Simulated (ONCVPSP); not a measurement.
# cobalt: one change to an ONCV potential, before and after

| Quantity | Value |
| --- | --- |
| Element | Co |
| Generator | ONCVPSP 4.0.1 |
| Type | optimised norm-conserving Vanderbilt (ONCV) |
| Functional | PBE |
| Relativity | scalar-relativistic |
| Frozen core | [Ne] |
| Valence charge | 17 |
| Reference configuration | 3s2 3p6 3d7 4s1.5 (charge +0.5) |
| Partial waves | 3s+4s: rc 1.00 bohr, ncon 4, nbas 7, qcut 10.6 1/bohr, 2 projectors; 3p: rc 0.85 bohr, ncon 4, nbas 7, qcut 8.2 1/bohr, 2 projectors, debl 1.3 Ha; 3d: rc 1.25 bohr, ncon 4, nbas 7, qcut 15.2 1/bohr, 1 projector |
| Local potential | polynomial inside 0.80 bohr (lpopt 2, dvloc0 6 Ha) |
| Core correction | Teter function, fcfact 3, rcfact 1.25 |

In the p channel the program set the typed energies aside and used -2.567, 0.250 Ha.

All-electron outer shells of the reference configuration (PBE, scalar-relativistic, ld1.x):

```
shell  level (eV)  outermost node (bohr)  outermost maximum (bohr)
   2p     -774.09                      –                      0.17
   3s     -106.61                   0.31                      0.66
   3p      -69.85                   0.28                      0.68
   3d      -12.39                      –                      0.66
   4s       -8.99                   0.96                      2.26
```

Change: s: qcut 8.7; p: qcut 6.7; d: qcut 12.5.

Cutoffs: the cutoffs (Ha) at which the residual kinetic energy of the hardest occupied pseudo-wave falls to 1 and 0.1 mHa per electron; they do not see the model core or the augmentation charge, which bear on the density cutoff. Errors are all-electron minus pseudo energies relative to the spin-unpolarised reference configuration.

**Question.** How do hardness, ghosts and transferability respond?

**Answer.** The potential gets softer (73 Ha and 177 Ha → 65 Ha and 122 Ha); of the 4 tests that both files solve, the error grows in 2 and shrinks in 0 by more than 15 % and 0.3 meV (median size 0.3 → 0.4 meV); neither file shows a bound ghost.

```csv
quantity,base,changed
"cutoff, loose",73 Ha,65 Ha
"cutoff, tight",177 Ha,122 Ha
loose cutoff by channel,"s 48 Ha, p 47 Ha, d 73 Ha","s 65 Ha, p 60 Ha, d 62 Ha"
bound ghosts,none,none
GHOST(+) flags under 300 eV,none,none
"error for 3s2 3p6 3d7 4s2, meV [ΔE -3.60 eV]",+0.4,+0.4
"error for 3s2 3p6 3d7 4s1, meV [ΔE 5.43 eV]",-0.3,-0.2
"error for 3s2 3p6 3d7 4s0, meV [ΔE 22.21 eV]",+0.1,+0.4
"error for 3s2 3p6 3d6 4s2, meV [ΔE 11.58 eV]",+5.4,+8.8
s: phases at 1.01 bohr within 0.05 rad from the reference energy up to (Ha; the scan ends near 5),to the end of the scan,to the end of the scan
p: phases at 0.86 bohr within 0.05 rad from the reference energy up to (Ha; the scan ends near 5),to the end of the scan,to the end of the scan
d: phases at 1.27 bohr within 0.05 rad from the reference energy up to (Ha; the scan ends near 5),2.5,2.3
"rms error of d²Exc/dni dnj with the model core, mHa",1.27,1.24
```
